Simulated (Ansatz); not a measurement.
A run for Ansatz (a program for electronic structure): R-CCSD(T)/def2-SVP on H3NOSn (SMILES [NH2][Sn][OH]), a point of a torsion scan. Elements past Kr take the def2 small-core potentials; no spin–orbit coupling. The run froze 11 orbitals, filled d shells among them.

Ansatz 0.2 input:
```yaml
crystal:
  periodic: [false, false, false]
  atoms:
    - {symbol: N, position_ang: [-1.11294370, -0.03036463, 0.30960555]}
    - {symbol: Sn, position_ang: [0.18909116, -1.44537606, 1.15062460]}
    - {symbol: O, position_ang: [1.35144896, -1.80583205, -0.48470715]}
    - {symbol: H, position_ang: [-2.11624794, -0.16033215, 0.25789259]}
    - {symbol: H, position_ang: [-0.84937707, 0.36421420, -0.58811512]}
    - {symbol: H, position_ang: [1.24519611, -1.43589975, -1.35756700]}
basis:
  gaussian:
    orbitals: def2-SVP
magnetization: {spin_polarized: false}
correlation: {method: ccsd_t, electrons: outside_noble_gas}
scf: {lower_state_search: off}
```

It printed:

```
WARN ansatz: RAYON_NUM_THREADS=1 ignored (pool sized by the plan → 1); use --threads N
Functional definition: HF
these checks for a lower state are left out or cut short: stability, starts, cluster_reference, orbital_swaps, neighbouring_geometries, increment
integrals: 0.05 GiB planned
772 factors; integrals over basis functions are off by at most 1.3e-3 eV
mean field: 0.16 GiB planned
mean field evaluation 1: about -9364.2884 eV, gradient 4.8e1 eV
mean field evaluation 2: about -9364.3670 eV, gradient 4.9e1 eV
mean field evaluation 4: about -9369.3133 eV, gradient 2.7e0 eV
mean field evaluation 8: about -9369.3665 eV, gradient 1.1e-1 eV
mean field -9369.36658313 eV, -344.3178711453 hartree, gradient 2.9e-6 eV, S^2 0.000000; 0 other end points of the search recorded, 0 dependent functions left out
11 core orbitals not correlated
reference -9369.36658313 eV, -344.3178711453 hartree; 9, 9 occupied and 49, 49 virtual orbitals, 772 factors
second order -11.87446533 eV of doubles, -0.00000000 eV of singles
coupled cluster: 0.14 GiB planned
cycle   1  -12.01420692 eV  change   -1.4e-1 eV  update   1.1e-1
cycle   2  -12.35001685 eV  change   -3.4e-1 eV  update   3.8e-2
cycle   3  -12.47952531 eV  change   -1.3e-1 eV  update   2.5e-2
cycle   4  -12.47643992 eV  change    3.1e-3 eV  update   8.4e-3
cycle   5  -12.47053525 eV  change    5.9e-3 eV  update   4.4e-3
cycle   6  -12.47166660 eV  change   -1.1e-3 eV  update   1.8e-3
cycle   7  -12.47149348 eV  change    1.7e-4 eV  update   5.8e-4
cycle   8  -12.47133310 eV  change    1.6e-4 eV  update   2.6e-4
cycle   9  -12.47140828 eV  change   -7.5e-5 eV  update   1.2e-4
cycle  10  -12.47141147 eV  change   -3.2e-6 eV  update   5.6e-5
cycle  11  -12.47140803 eV  change    3.4e-6 eV  update   2.1e-5
perturbative correction -0.34087114 eV, -0.0125267834 hartree
Total energy: -9382.17886231 eV, -344.7887137205 hartree
Checks for a lower state left out: stability, starts, cluster_reference, orbital_swaps, neighbouring_geometries, increment
```

Self-consistency was reached.

Cost: about 2.1 core-seconds (a rough figure).
